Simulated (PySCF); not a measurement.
H2Te, SMILES [TeH2] (connectivity only; charge and spin as stated), charge +1, multiplicity 2. Atoms are numbered in the order given.

```xyz
3

Te     0.0000     0.0000    -0.0436
H      0.0000    -1.1866     1.1331
H      0.0000     1.1866     1.1331
```
Charge +1, spin multiplicity 2.

The structure is a stationary point at B3LYP-D3(BJ)/def2-TZVPD. The spin state was assumed, not searched. The def2 effective core potentials stand for the cores of Te; spin–orbit coupling is left out.

All values below come from PySCF with r2SCAN/def2-TZVPD.

Mulliken values depend strongly on the basis, most of all with diffuse functions as here. ESP charges are fitted to the potential on shells at 1.4 to 2.0 van der Waals radii. Atomic charges (e):

```tsv
atom	Mulliken	ESP fit	Mulliken spin
Te1	0.57	0.79	1.11
H2	0.22	0.10	-0.05
H3	0.22	0.10	-0.05
```
